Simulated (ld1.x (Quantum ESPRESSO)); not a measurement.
# PBEsol TM dataset for C, non-relativistic all-electron reference.

The input file (ld1.x (Quantum ESPRESSO) 7.5):

```
&input
   title='C', zed=6., rel=0, dft='PBESOL', iswitch=3,
   config='[He] 2s1 2p3 3d-2',
   nld=3, rlderiv=1.55, eminld=-3.0, emaxld=5.0, deld=0.02
 /
 &inputp
   pseudotype=2, tm=.true., lloc=0,
   nlcc=.false.,
   file_pseudopw='C.UPF', file_wfcaegen='ae.wfc', file_wfcncgen='nc.wfc', file_beta='beta', file_chi='chi'
 /
3
2P  2  1   3.00   0.00  1.40  1.40  0.0
3D  3  2  -2.00   0.10  1.20  1.20  0.0
2S  1  0   1.00   0.00  0.80  0.80  0.0
 &test
   configts(1)='2s1 2p3'
 /
```

Command:

```bash
ld1.x < C.in > C.out
```

Output (shortened: banner, matrices, multipoles, cross overlaps and the repeated all-electron block are left out):

```
Program LD1 v.7.5
     --------------------------- All-electron run ----------------------------

     C

     atomic number is  6.00
     dft =PBESOL   lsd =0 sic =0 latt =0  beta=0.20 tr2=1.0E-14
     Exchange-correlation= PBESOL
                           (   1   4  10   8   0   0   0)
     mesh =1073 r(mesh) = 100.30751 a.u. xmin = -7.00 dx = 0.01250
     1 Ry =  13.60569312 eV

     n l     nl                  e(Ry)          e(Ha)          e(eV)
     1 0     1S 1( 2.00)       -20.0551       -10.0276      -272.8636
     2 0     2S 1( 1.00)        -1.0357        -0.5178       -14.0913
     2 1     2P 1( 3.00)        -0.4167        -0.2083        -5.6691

     final scf error:  1.2E-15 reached in  30 iterations

     Etot =     -74.535897 Ry,     -37.267948 Ha,   -1014.112538 eV

     Ekin =      74.230782 Ry,      37.115391 Ha,    1009.961239 eV
     Encl =    -174.090045 Ry,     -87.045023 Ha,   -2368.615734 eV
     Eh   =      34.999144 Ry,      17.499572 Ha,     476.187618 eV
     Exc  =      -9.675778 Ry,      -4.837889 Ha,    -131.645661 eV

     normalization and overlap integrals

     s(1S/1S) =  1.000000  <r> =   0.2713  <r2> =    0.0998  r(max) =   0.1752
     s(2S/2S) =  1.000000  <r> =   1.5712  <r2> =    2.9859  r(max) =   1.2162
     s(2P/2P) =  1.000000  <r> =   1.7760  <r2> =    4.1198  r(max) =   1.2011

     ------------------------ End of All-electron run ------------------------

     --------------------- Generating NC pseudopotential ---------------------

      Generating local pot.: lloc=0, matching radius rcloc =   0.8000

      Wfc   2P  rcut= 1.395  Using Troullier-Martins method

      Wfc   3D  rcut= 1.201  Using Troullier-Martins method

     ------------------- End of pseudopotential generation -------------------

     Computing logarithmic derivative in   1.55195
     Computing logarithmic derivative in   1.55195
     Computing the partial wave expansion
       no projector for channel:   0
     R is outside the sphere for l=    1 j= 0.00
     R is outside the sphere for l=    2 j= 0.00

     ---------------------- Testing the pseudopotential ----------------------

     C

     atomic number is  6.00   valence charge is  4.00
     dft =PBESOL   lsd =0 sic =0 latt =0  beta=0.20 tr2=1.0E-14
     mesh =1073 r(mesh) = 100.30751 xmin = -7.00 dx = 0.01250

     n l     nl             e AE (Ry)        e PS (Ry)    De AE-PS (Ry)
     1 0     2S   1( 1.00)       -1.03569       -1.03569       -0.00000
     2 1     2P   1( 3.00)       -0.41667       -0.41667       -0.00000

     eps = 8.2E-15  iter = 21

     Etot =     -74.535897 Ry,     -37.267948 Ha,   -1014.112538 eV
     Etotps =   -10.048464 Ry,      -5.024232 Ha,    -136.716322 eV

     Ekin =       7.940358 Ry,       3.970179 Ha,     108.034079 eV
     Encl =     -20.191700 Ry,     -10.095850 Ha,    -274.722076 eV
     Ehrt =       8.577915 Ry,       4.288957 Ha,     116.708474 eV
     Ecxc =      -2.713659 Ry,      -1.356830 Ha,     -36.921214 eV
     Epseu=      -3.661378 Ry,      -1.830689 Ha,     -49.815586 eV

     ---------------------- End of pseudopotential test ----------------------
```

Generation and configuration tests took about 1.7 s on one core of a shared server CPU.
